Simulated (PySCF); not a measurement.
C4H6ClF. Atoms are numbered in the order given.

```xyz
12

C      0.3799     2.2901     0.0000
C     -0.2166     0.9228     0.0000
F     -1.5669     0.9528     0.0000
C      0.4233    -0.2704     0.0000
C      1.9006    -0.5062     0.0000
Cl    -0.5444    -1.7310     0.0000
H      0.0379     2.8559     0.8925
H      0.0379     2.8559    -0.8925
H      1.4834     2.2693     0.0000
H      2.2016    -1.0941     0.8923
H      2.4709     0.4412     0.0000
H      2.2016    -1.0941    -0.8923
```

Geometry optimised at PBE-D3(BJ)/def2-SVP.

Vertical ionisation energy (IE) and electron affinity (EA) in eV. Rows of orbital energies are one-electron estimates. Where ΔSCF, EOM or ADC give a negative EA the extra electron is unbound and the value depends on the basis.

```
level                                         IE     EA
------------------------------------------  ----  -----
−ε(HOMO), −ε(LUMO), PBE0/def2-TZVP (PySCF)  6.79  -0.23
−ε(HOMO), −ε(LUMO), PBE/def2-TZVP (PySCF)   5.60   0.74
```
